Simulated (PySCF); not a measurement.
A ladder of Hamiltonians for Se³⁰⁺ (selenium, charge +30)

Occupied: 1s1/2, 2s1/2. Hartree-Fock calculated with PySCF 2.14 in an even-tempered Gaussian basis (19 s from 3.5 bohr⁻², ratio 2.3; 14 p from 4.2 bohr⁻², ratio 2.3), Gaussian nucleus throughout. NR is non-relativistic, sf-X2C the spin-free one-electron X2C Hamiltonian, X2C adds the bare one-electron spin-orbit term, X2C-SNSO screens it by Boettger's factors, DC is four-component Dirac-Coulomb, and the Gaunt and Breit terms are added at first order (total energies over the DC spinors, levels after relaxing the spinors in that mean field). QED terms are absent. Levels marked empty are virtual spinors of this ion.

| level (eV) | NR | sf-X2C | X2C | X2C-SNSO |
| --- | --- | --- | --- | --- |
| 1s1/2 | -14802.2 | -15021.8 | -15021.8 | -15021.8 |
| 2s1/2 | -3437.5 | -3501.9 | -3501.9 | -3501.9 |
| 2p1/2 (empty) | -3249.8 | -3273.2 | -3308.7 | -3306.5 |
| 2p3/2 (empty) | -3249.8 | -3273.2 | -3256.4 | -3257.4 |
| 3s1/2 (empty) | -1432.2 | -1453.2 | -1453.2 | -1453.2 |

Problem. Where do the four-component calculations put these levels?

Solution. 1s1/2: DC -15029.1, DC+Gaunt -15014.0, DC+Breit -15014.1; 2s1/2: DC -3502.7, DC+Gaunt -3501.0, DC+Breit -3501.2; 2p1/2 (empty): DC -3307.1, DC+Gaunt -3304.1, DC+Breit -3304.6; 2p3/2 (empty): DC -3257.5, DC+Gaunt -3255.7, DC+Breit -3256.2; 3s1/2 (empty): DC -1453.4, DC+Gaunt -1452.9, DC+Breit -1453.0 (eV).

| Hamiltonian | E (hartree) | E − E(DC) (hartree) | CPU seconds |
| --- | --- | --- | --- |
| NR | -1392.3815 | 22.7622 | 0.29 |
| sf-X2C | -1414.8385 | 0.3052 | 0.18 |
| X2C | -1414.8385 | 0.3052 | 0.18 |
| X2C-SNSO | -1414.8385 | 0.3052 | 0.18 |
| DC | -1415.1437 | 0.0000 | 2.9 |
| DC+Gaunt | -1414.5111 | 0.6326 | 4.7 |
| DC+Breit | -1414.5232 | 0.6205 | 41 |

Weight of the small component: 1s1/2 0.0153, 2s1/2 0.00351, 2p1/2 0.00343, 2p3/2 0.00337, 3s1/2 0.00144.

Koopmans' value for the highest occupied level at DC+Breit: 3501.2 eV, against an ionisation energy of 3507 ± 3 eV (semi-empirical (NIST evaluation); NIST Atomic Spectra Database, ionization energies); the former lacks relaxation, correlation, QED and recoil.

The whole ladder took 51 s of wall time on 1 thread of Neoverse-V2 (shared host), launched as `OMP_NUM_THREADS=1 python relrun2.py TASK.json OUT` (a driver that calls PySCF for each Hamiltonian).
